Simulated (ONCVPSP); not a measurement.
# Transferability test, ONCV potential for Cl (Z = 17)

ONCVPSP 4.0.1 input, shortened (lines: element, Z, core and valence counts, functional; n l f; lmax; l rc ep ncon nbas qcut; lloc lpopt rc5 dvloc0; l nproj debl; icmod fcfact rcfact), PBE, non-relativistic:

```
  Cl 17.00    3    2        4      upf
    1    0    2.00
    2    0    2.00
    2    1    6.00
    3    0    2.00
    3    1    5.00
    1
    0    1.35    0.00    4    7    4.00
    1    1.25    0.00    3    6    5.20
    4    5    0.90    4.00
    0    1    2.40
    1    2    0.30
    0    0.00    0.00
```

In the p channel the program set the typed energies aside and used -0.316, 0.250 Ha.

Energies are relative to the spin-unpolarised reference configuration 3s2 3p5; without spin polarisation the order of configurations can differ from experiment.

Problem. Give the all-electron excitation energy and the error of the potential for: 3s2 3p4; 3s2 3p3; 3s2 3p2; 3s2 3p4.5.

Solution.

```json
{"valence configuration": "3s2 3p4", "charge": "+1", "ΔE all-electron (eV)": "13.890", "error AE − PS (meV)": "+21"}
{"valence configuration": "3s2 3p3", "charge": "+2", "ΔE all-electron (eV)": "39.349", "error AE − PS (meV)": "+165"}
{"valence configuration": "3s2 3p2", "charge": "+3", "ΔE all-electron (eV)": "77.662", "error AE − PS (meV)": "+648"}
{"valence configuration": "3s2 3p4.5", "charge": "+0.5", "ΔE all-electron (eV)": "5.590", "error AE − PS (meV)": "+2.3"}
```

Note: ghosts flagged at negative energy: s at -0.82 eV; no localised positive-energy state flagged. A true bound ghost makes a file unfit for plane-wave use.
